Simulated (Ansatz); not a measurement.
`SB[O][AlH][Cl]` + `CCl` → `SBCl` + `C[O][AlH][Cl]`  (formal exchange of groups at a B–O bond)

Isolated molecules relaxed with PBE0-D4/def2-TZVP in Ansatz; ΔE leaves out vibrations. CCSD(T)/CBS is the MP2 limit (def2-TZVPP, def2-QZVPP) plus CCSD(T) − MP2 in def2-TZVPP, frozen cores. This one scheme is used for every species. Each species was taken in one conformer, which may not be the lowest.

| species | CCSD/CBS(def2) energy (Eh) |
| --- | --- |
| `SB[O][AlH][Cl]` | -1201.50733 |
| `CCl` | -499.61680 |
| `SBCl` | -883.58827 |
| `C[O][AlH][Cl]` | -817.50716 |

(1) Work out ΔE.

Largest T1 diagnostic among the species: 0.013.

Answers

(1) ΔE = (-883.58827) + (-817.50716) − (-1201.50733) − (-499.61680) = 0.02870 Eh = +75.4 kJ/mol. CCSD(T)/CBS gives +73.4 kJ/mol.

In def2-TZVPP, CCSD(T) changes the Hartree–Fock value by −11.8 kJ/mol (the triples alone add −1.9 kJ/mol) and MP2 by −12.2 kJ/mol. At CCSD(T), def2-SVP lies −14.9 kJ/mol from the extrapolated value and def2-TZVPP −3.0 kJ/mol.
